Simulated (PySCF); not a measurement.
**Correlation energy of Ru+ (ruthenium, charge +1)**

[Kr] 4d6 5p1, one real determinant (an excited configuration). Computed with PySCF 2.14 in aug-cc-pVTZ-PP with ECP28MDF, with scalar relativity through the core potential. Frozen: 4s2 4p6; 7 electrons correlated.

```tsv
level	correlation energy (mhartree)
CCSD	-131.49
(T)	-4.04
CCSD(T)	-135.53
```

Diagnostics: T1 = 0.010, D1 = 0.0367, largest double amplitude 0.062.

The real determinant used has ⟨L²⟩ near 8 against 12 for a pure F term, so it mixes terms.

Cost of the coupled-cluster step: about 60 core-seconds, for 7 correlated electrons.

Iterations:

```
CC2 = 0
CCSD nocc = (np.int64(6), np.int64(1)), nmo = (84, 84)
frozen orbitals [[0, 1, 2, 3], [0, 1, 2, 3]]
max_cycle = 100
direct = 0
conv_tol = 1e-08
conv_tol_normt = 1e-06
diis_space = 8
diis_start_cycle = 0
Init t2, MP2 energy = -0.124326167569535
Init E_corr(UCCSD) = -0.124326167570183
cycle = 1  E_corr(UCCSD) = -0.129372873770326  dE = -0.0050467062  norm(t1,t2) = 0.0292431
cycle = 2  E_corr(UCCSD) = -0.130298332586277  dE = -0.000925458816  norm(t1,t2) = 0.0148661
cycle = 3  E_corr(UCCSD) = -0.131078868606841  dE = -0.000780536021  norm(t1,t2) = 0.00996552
cycle = 4  E_corr(UCCSD) = -0.131230944250545  dE = -0.000152075644  norm(t1,t2) = 0.00576525
cycle = 5  E_corr(UCCSD) = -0.131397423379536  dE = -0.000166479129  norm(t1,t2) = 0.00349205
cycle = 6  E_corr(UCCSD) = -0.131480544557272  dE = -8.31211777e-05  norm(t1,t2) = 0.00215625
cycle = 7  E_corr(UCCSD) = -0.1314772646687  dE = 3.27988857e-06  norm(t1,t2) = 0.00110469
cycle = 8  E_corr(UCCSD) = -0.131484326232714  dE = -7.06156401e-06  norm(t1,t2) = 0.000355338
cycle = 9  E_corr(UCCSD) = -0.131486533104047  dE = -2.20687133e-06  norm(t1,t2) = 0.000167521
cycle = 10  E_corr(UCCSD) = -0.13148650707573  dE = 2.60283172e-08  norm(t1,t2) = 6.94531e-05
cycle = 11  E_corr(UCCSD) = -0.131486009765069  dE = 4.97310661e-07  norm(t1,t2) = 3.41253e-05
cycle = 12  E_corr(UCCSD) = -0.131486162774047  dE = -1.53008978e-07  norm(t1,t2) = 1.54994e-05
cycle = 13  E_corr(UCCSD) = -0.131486127761177  dE = 3.501287e-08  norm(t1,t2) = 6.8286e-06
cycle = 14  E_corr(UCCSD) = -0.131486079263482  dE = 4.84976943e-08  norm(t1,t2) = 3.22255e-06
cycle = 15  E_corr(UCCSD) = -0.131486050784334  dE = 2.84791487e-08  norm(t1,t2) = 1.72156e-06
cycle = 16  E_corr(UCCSD) = -0.131486039302907  dE = 1.14814265e-08  norm(t1,t2) = 1.1004e-06
cycle = 17  E_corr(UCCSD) = -0.131486025088932  dE = 1.42139756e-08  norm(t1,t2) = 8.02937e-07
cycle = 18  E_corr(UCCSD) = -0.13148599922479  dE = 2.58641412e-08  norm(t1,t2) = 6.20388e-07
cycle = 19  E_corr(UCCSD) = -0.131485982951472  dE = 1.62733189e-08  norm(t1,t2) = 3.53044e-07
cycle = 20  E_corr(UCCSD) = -0.13148597948683  dE = 3.46464199e-09  norm(t1,t2) = 1.81452e-07
UCCSD converged
E(UCCSD) = -93.54365623531531  E_corr = -0.1314859794868296
UCCSD(T) correction = -0.00404284781095106
```

The reference is one real determinant that mixes LS terms of this configuration.
